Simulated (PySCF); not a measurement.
C₄H₆OSi, SMILES C#C[SiH2]C(C)=O (GFN2-xTB optimised geometry):

```
12

C      2.447    -2.098     1.635
C      2.114    -1.144     0.982
Si     1.594     0.334     0.000
C     -0.338     0.334     0.000
C     -1.034    -1.000    -0.029
O     -0.946     1.380     0.000
H      2.741    -2.935     2.202
H      2.076     1.567     0.617
H      2.042     0.166    -1.387
H     -0.683    -1.567    -0.889
H     -2.114    -0.881    -0.074
H     -0.757    -1.556     0.866
```

Calculation: PBE/def2-TZVP run with PySCF 2.14.0.

Question: What are the frontier orbital energies and the dipole moment?

Answer: HOMO-2 -7.47 eV, HOMO-1 -7.28 eV, HOMO -5.47 eV, LUMO -2.40 eV, LUMO+1 -1.24 eV; dipole moment 2.56 D.

Meta-Löwdin charges at PBE/def2-TZVP: C1 -0.16, C2 -0.28, Si3 0.53, C4 0.19, C5 -0.40, O6 -0.36, H7 0.18, H8 -0.06, H9 -0.06, H10 0.14, H11 0.14, H12 0.15.
